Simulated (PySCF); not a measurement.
Species: trans-Hf(PH3)2Cl4 (singlet state).
Bonds: Hf1–P2, Hf1–P6, Hf1–Cl10, Hf1–Cl11, Hf1–Cl12, Hf1–Cl13. Hydrogens: H3, H4, H5 on P2; H7, H8, H9 on P6.

Theory: PySCF, TDDFT CAM-B3LYP/def2-SVPD, vertical, gas phase, core orbitals frozen in the response, def2 core potentials past Kr. Geometry: PBE0-D3(BJ)/def2-SVP; no solvent, vibrations or thermal averaging. Spin–orbit coupling is left out.

| state | E (eV) | ν̃ (cm⁻¹) | f | \|μ\| (D) | main configurations (H = HOMO, L = LUMO) |
| --- | --- | --- | --- | --- | --- |
| S1 | 5.09 | 41020 | 0.0013 | 0.26 | H-1→L/L+1 (≥64%), H→L/L+1 (≥19%) |
| S2 | 5.09 | 41070 | 0.0017 | 0.30 | H-1→L/L+1 (≥74%), H→L/L+1 (≥14%) |
| S3 | 5.17 | 41710 | 0.019 | 0.98 | H→L/L+1 (≥58%), H-1→L/L+1 (≥26%), H-2→L/L+1 (≥13%) |
| S4 | 5.17 | 41730 | 0.019 | 0.99 | H→L/L+1 (≥58%), H-1→L/L+1 (≥24%), H-2→L/L+1 (≥14%) |
| S5 | 5.41 | 43650 | 0.0000 | 0.03 | H-3→L/L+1 (≥78%) |
| S6 | 5.45 | 43940 | 0.0003 | 0.12 | H-3→L/L+1 (≥66%), H-4→L/L+1 (≥16%) |
| S7 | 5.49 | 44310 | 0.0001 | 0.06 | H-4→L/L+1 (≥80%), H-3→L/L+1 (≥10%) |
| S8 | 5.55 | 44770 | 0.0098 | 0.68 | H-4→L/L+1 (≥57%), H-3→L/L+1 (≥13%) |
| S9 | 5.57 | 44890 | 0.047 | 1.49 | H-2→L/L+1 (≥71%), H-3→L+2 (10%) |

Triplets, Tamm–Dancoff:

| state | E (eV) | λ (nm) | main configurations (H = HOMO, L = LUMO) |
| --- | --- | --- | --- |
| T1 | 4.80 | 258.2 | H→L/L+1 (≥94%) |
| T2 | 4.81 | 257.8 | H→L/L+1 (≥93%) |
| T3 | 5.00 | 248.2 | H-1→L/L+1 (≥95%) |
| T4 | 5.00 | 248.0 | H-1→L/L+1 (≥95%) |

The lowest singlet level (S1/S2) lies at 5.09 eV (244 nm, ultraviolet) and is very weak. The most intense listed level is S9 at 5.57 eV (223 nm, f = 0.047), 0.48 eV above S1. It is the last of those listed, so stronger ones may follow. S1/S2 and S3/S4 lie within about 0.01 eV of each other in each set. For S1 the Löwdin share of hafnium is at most 2% in HOMO-1 and 56% in LUMO+1; for S9 the Löwdin share of hafnium is at most 16% in HOMO-2 and 56% in LUMO. Of the 9 states listed, 3 reach f = 0.01 and 3 stay under 0.0005. Weighted by f, the mean energy of these states is 5.40 eV. The listed states span 0.48 eV, and the widest gap between neighbours is 0.24 eV (S4 to S5). All these states lie below the vertical ionisation energy of 10.09 eV (ΔSCF). Orbitals of the list HOMO-3 to LUMO+2 that lie within 0.01 eV of each other are written together with a slash and their weights summed (≥ marks a lower bound); for degenerate orbitals outside that list single weights are arbitrary. Only the lowest 10 singlets were computed, as vertical energies without vibronic structure. The highest level found (5.58 eV, f 0.047 so far) is left out, since the window may have cut off a degenerate partner.
